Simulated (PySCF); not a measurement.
C₅H₁₅NSi₂.
Geometry (PBE0-D3(BJ)/def2-SVP, Å), atoms numbered from 1 in this order:
```
atom  x, y, z in Å
C1    -4.098   -0.216    0.591
C2    -3.108    0.160   -0.507
C3    -2.028   -0.861   -0.683
C4    -0.702   -0.670   -0.588
Si5    0.229    0.907   -0.205
N6     1.652    0.547    0.733
Si7    3.337    0.783    0.356
C8     4.252   -0.830    0.066
H9    -3.596   -0.281    1.568
H10   -4.565   -1.194    0.392
H11   -4.904    0.529    0.673
H12   -2.672    1.150   -0.304
H13   -3.652    0.254   -1.465
H14   -2.395   -1.875   -0.907
H15   -0.063   -1.548   -0.756
H16    0.714    1.565   -1.457
H17   -0.668    1.867    0.516
H18    1.468    0.108    1.633
H19    4.019    1.509    1.477
H20    3.391    1.630   -0.874
H21    5.315   -0.638   -0.153
H22    3.819   -1.381   -0.783
H23    4.204   -1.478    0.955
```

Level of theory: TDDFT CAM-B3LYP/def2-SVPD, vertical, gas phase, core orbitals frozen in the response in PySCF 2.14.0, density-fitted response routines.

Ground-to-excited transition dipoles (e·a0, same axes as the geometry; the sign carries no meaning), for the states with f of 0.002 or more among the lowest 7:

| state | E (eV) | μx | μy | μz |
| --- | --- | --- | --- | --- |
| S1 | 6.056 | 0.296 | 0.265 | 0.070 |
| S2 | 6.504 | -0.180 | 0.146 | 0.007 |
| S3 | 6.668 | -1.739 | -0.412 | -0.096 |
| S4 | 7.151 | 0.086 | 0.003 | 0.325 |
| S5 | 7.226 | -0.080 | -0.084 | -0.005 |
| S6 | 7.397 | 0.238 | -0.345 | -0.008 |
| S7 | 7.505 | -0.633 | 0.092 | 0.058 |

Work out the oscillator strengths.

f = (2/3) ΔE |μ|² with ΔE in hartree (27.2114 eV).

```tsv
state	|μ|² (au)	|μ| (D)	f
S1	0.163	1.03	0.024
S2	0.054	0.59	0.009
S3	3.204	4.55	0.523
S4	0.113	0.85	0.020
S5	0.013	0.29	0.002
S6	0.175	1.06	0.032
S7	0.412	1.63	0.076
```

Which bond between heavy atoms lies closest to the direction of the S3 transition dipole?

C3–C4, at 5° from it; next N6–Si7 at 16°.

What angle do the transition dipoles of S4 and S6 make?

|cos θ| = |μa·μb| / (|μa| |μb|) = 0.12, so θ ≈ 83° (taken between 0 and 90°, since the signs are arbitrary).

How is the summed strength of these states shared among x, y and z?

(2/3) Σ ΔE μα² gives 0.599 for x, 0.066 for y and 0.021 for z, 0.686 in all.

What peak molar absorption coefficient would the strongest computed level give as a lone Gaussian band 0.3 eV wide at half height?

ε(max) = 2.175×10⁸ f / FWHM, with the width in cm⁻¹. S3: 2.175×10⁸ × 0.5234 / 2420 ≈ 47000 L mol⁻¹ cm⁻¹.

All these states lie below the vertical ionisation energy of 9.00 eV (ΔSCF).

Time: 3.1 min; peak memory 1.6 GiB. Hardware: one thread of an AMD EPYC 9R45, no GPU, on a shared host.

One conformer stands for the species.
